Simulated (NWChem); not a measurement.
System meant: C2H3FO2Si; SMILES O1C([Si@H](F)C1)=O

Here is an NWChem input.

```
start job
memory heap 200 mb stack 900 mb global 1100 mb
geometry units angstroms noautoz
  O      1.353330    -1.837534     0.096579
  C      0.482816    -1.020330     0.000020
  O     -0.876678    -1.296355     0.192261
  C     -1.554979    -0.001618     0.070214
  Si     0.082285     0.840555    -0.421660
  F      0.656320     2.012455     0.566663
  H     -2.359419    -0.068362    -0.689670
  H     -1.993156     0.295994     1.044756
  H      0.264023     1.327664    -1.828993
end
basis spherical
  O library def2-svp
  C library def2-svp
  Si library def2-svp
  F library def2-svp
  H library def2-svp
end
dft
  odft
  mult 2
  xc b3lyp
  iterations 150
  mulliken
end
task dft energy
```

End of the output:

```
 Summary of "ao basis" -> "" (spherical)
 ------------------------------------------------------------------------------
       Tag                 Description            Shells   Functions and Types
 ---------------- ------------------------------  ------  ---------------------
 O                          def2-svp                 6       14   3s2p1d
 C                          def2-svp                 6       14   3s2p1d
 Si                         def2-svp                 8       18   4s3p1d
 F                          def2-svp                 6       14   3s2p1d
 H                          def2-svp                 3        5   2s1p

                                 NWChem DFT Module
                                 -----------------

 Summary of "ao basis" -> "ao basis" (spherical)
 ------------------------------------------------------------------------------
       Tag                 Description            Shells   Functions and Types
 ---------------- ------------------------------  ------  ---------------------
 O                          def2-svp                 6       14   3s2p1d
 C                          def2-svp                 6       14   3s2p1d
 Si                         def2-svp                 8       18   4s3p1d
 F                          def2-svp                 6       14   3s2p1d
 H                          def2-svp                 3        5   2s1p

  number of electrons :                   54
  multiplicity        :                    2
 ------------------------------------------------------------------------
  no. of electrons and multiplicity not compatible                  54
 ------------------------------------------------------------------------
 ------------------------------------------------------------------------
  current input line :
    28: task dft energy
 ------------------------------------------------------------------------
 ------------------------------------------------------------------------
 There is an error in the input file
 ------------------------------------------------------------------------
 For more information see the NWChem manual at https://nwchemgit.github.io

0: no. of electrons and multiplicity not compatible:Received an Error in Communication
```

Q: Find the fault in this run and fix the input.

A: The program refused the input. Cause: the multiplicity doesn't fit the number of electrons (an even count wants an odd multiplicity, and the reverse). This input runs:
```
start job
memory heap 200 mb stack 900 mb global 1100 mb
geometry units angstroms noautoz
  O      1.353330    -1.837534     0.096579
  C      0.482816    -1.020330     0.000020
  O     -0.876678    -1.296355     0.192261
  C     -1.554979    -0.001618     0.070214
  Si     0.082285     0.840555    -0.421660
  F      0.656320     2.012455     0.566663
  H     -2.359419    -0.068362    -0.689670
  H     -1.993156     0.295994     1.044756
  H      0.264023     1.327664    -1.828993
end
basis spherical
  * library def2-svp
end
dft
  xc b3lyp
  iterations 150
  mulliken
end
task dft energy
```
It converges to -617.50364 Ha (B3LYP/def2-SVP).
